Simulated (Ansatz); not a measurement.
`[F][SnH]([Cl])[Br]` + HCl → `[F][SnH]([Cl])[Cl]` + HBr at 600 K and 1 bar (ligand exchange at the Sn–Br bond).

Isolated molecules relaxed with PBE0-D4/def2-TZVP in Ansatz; ΔE leaves out vibrations. CCSD(T)/CBS is the MP2 limit (def2-TZVPP, def2-QZVPP) plus CCSD(T) − MP2 in def2-TZVPP, frozen cores. This one scheme is used for every species. Elements past krypton have def2 core potentials. For Br, Sn outer-core shells are correlated without core-valence functions, which leaves a few kJ/mol of doubt a bond. Scalar relativity is left out up to krypton.

| species | CCSD(T)/CBS energy (Eh) | H − E (kJ/mol) | S (J/(mol·K)) |
| --- | --- | --- | --- |
| `[F][SnH]([Cl])[Br]` | -3347.63611 | 75.0 | 419.0 |
| HCl | -460.38127 | 35.4 | 207.2 |
| `[F][SnH]([Cl])[Cl]` | -1234.09211 | 75.3 | 407.0 |
| HBr | -2573.91920 | 33.5 | 219.1 |

H − E and S are ideal-gas, rigid-rotor, harmonic terms from PBE0-D4/def2-TZVP, for one conformer and one mirror image of each species. 1 Eh = 2625.50 kJ/mol, R = 8.31446 J/(mol·K).

Task: By hand: ΔE, ΔH, ΔS and ΔG.

Result: ΔE = (-1234.09211) + (-2573.91920) − (-3347.63611) − (-460.38127) = 0.00607 Eh = 15.9 kJ/mol. Δ(H − E) = 75.3 + 33.5 − 75.0 − 35.4 = -1.6, so ΔH = 14.3 kJ/mol. ΔS = 407.0 + 219.1 − 419.0 − 207.2 = -0.1 J/(mol·K). ΔG = 14.3 − 600 × (-0.1)/1000 = 14.4 kJ/mol.

Task: By hand: the equilibrium constant, and the temperature at which ΔG would vanish if ΔH and ΔS stayed fixed.

Result: log₁₀ K = −ΔG/(RT ln 10) = -1.3. ΔH and −TΔS have one sign here, so there is no such temperature. One of them is within its doubt of zero, so this could turn.

The number of gas molecules stays the same, so ΔS is small and ΔH decides. A doubt of 5 kJ/mol in ΔE shifts log₁₀ K by 0.4 here. Other conformers and mirror images would add mixing entropy, several J/(mol·K) or more a flexible species. These are equilibria of isolated gas molecules and say nothing of rates. Largest T1 diagnostic: 0.012 (customary marks: 0.02 for closed shells, 0.045 for open ones).
